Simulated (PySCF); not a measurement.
## Stationary points of OsS₄

Method: PBE0 in PySCF with Os def2-SVP with ECP60, S def2-SVP; scalar-relativistic core potentials, no spin–orbit coupling; density-fitted integrals.

Relaxations began from a few typed shapes. The search is not exhaustive: other isomers or separated fragments can lie lower, and high-lying points may rest on an excited occupation.

**Question.** Which is the lowest minimum found?
A. singlet C2v: Os–S 2.076 Å (×2), Os–S 2.276 Å (×2), S–S 2.073 Å; Os–S–S 62.9° (×2), S–Os–S 54.2°, S–Os–S 115.1°, S–Os–S 118.5° (×4)
B. singlet D4h: Os–S 2.177 Å (×4); S–Os–S 90.0° (×4), S–Os–S 180.0° (×2)
C. singlet C2v: Os–S 2.102 Å (×2), Os–S 2.293 Å (×2), S–S 2.126 Å; Os–S–S 62.4° (×2), S–Os–S 55.2°, S–Os–S 96.2° (×2), S–Os–S 112.4°, S–Os–S 151.4° (×2)
D. singlet Td: Os–S 2.110 Å (×4); S–Os–S 109.5° (×6)

**Answer.** A. The others lie at 0.7 (singlet Td), 145.8 (singlet C2v, a saddle point), 396.8 (singlet D4h, a saddle point) kJ/mol above it.

For the lowest minimum: spin–orbit coupling, left out here, can matter for elements this heavy.
